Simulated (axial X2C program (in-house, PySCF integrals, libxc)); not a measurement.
**Low determinants of SnB at the PBE0 level, with spin–orbit coupling**

Calculated with an axial X2C code built on PySCF integrals. Two-component (2c) means X2C with spin–orbit coupling and atomic mean-field two-electron Coulomb and Gaunt terms. Basis: Sn dyall-cv3z [11s12p9d4f1g], B dyall-v3z [7s6p2d1f] (cores contracted in-house); Gaussian nuclei, density fitting, unrestricted open shells. Masses: Sn 119.902 u, B 11.009 u.

Search at 2.178 Å (vertical energies from the lowest determinant):

```tsv
ΔE (eV)	state	electrons beyond evenly filled partner blocks	electrons in ±ω = 1/2, 3/2, 5/2, 7/2
0.00	Ω = 3/2	ω = 3/2	36 15 4 0
0.34	Ω = 1/2	2 × ω = -1/2, ω = 3/2	36 15 4 0
0.59	Ω = 1/2	ω = 1/2	37 14 4 0
0.75	Ω = 5/2	2 × ω = 1/2, ω = 3/2	36 15 4 0
0.91	Ω = 1/2	ω = 1/2	35 16 4 0
2.53	Ω = 5/2	ω = -1/2, 2 × ω = 3/2	35 16 4 0
2.62	Ω = 7/2	ω = 1/2, 2 × ω = 3/2	35 16 4 0
```

Lowest determinant, Ω = 3/2 (⟨Sz⟩ = 1.49, ⟨Lz⟩ = 0.01 at PBE0): Re = 2.175 Å, ωe = 556.3 cm⁻¹.

The determinant in row 2 of the search, Ω = 1/2 (⟨Sz⟩ = 0.50, ⟨Lz⟩ = 0.00 at PBE0), was followed along the bond at PBE0; measured from the minimum of the lowest determinant it gives:

Te = 0.336 eV (2713 cm⁻¹), Re = 2.185 Å, ωe = 553.3 cm⁻¹.

Task: Compare the bond of the determinant in row 2 with that of the lowest one.

Result: At PBE0 its Re is 0.010 Å longer and its force constant, which goes as ωe², is 0.99 times that of the lowest determinant. This determinant mixes spin states, so it has no term energy of its own.

The search compares states at one distance, so a state with another bond length can lie lower; it is not exhaustive and yields mostly the lowest determinant of each block pattern, so other components and higher states of one pattern are missing. These are energies of single determinants, not of spin-adapted states; PBE0 term energies can be off by some tenths of an eV, and the functional has no current term. The lowest determinant need not be the ground state where others lie within half an eV.
